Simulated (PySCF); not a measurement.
A calculated (M06, PySCF 2.14, dyall-acv3z, the spin-free X2C one-electron Hamiltonian (Gaussian nucleus)) atom or ion has these occupied shells.

| shell | electrons | orbital energy (eV) | rms radius, mean of both spins (bohr) |
| --- | --- | --- | --- |
| 1s α | 1 | -297.82 | 0.314 |
| 1s β | 1 | -297.33 | 0.314 |
| 2s α | 1 | -27.905 | 1.60 |
| 2s β | 1 | -26.196 | 1.60 |
| 2p α | 1 | -19.575 | 1.64 |

Q: Name the element and its charge.

A: C⁺ (carbon, charge +1), in [He] 2s2 2p1, 2P determinant.
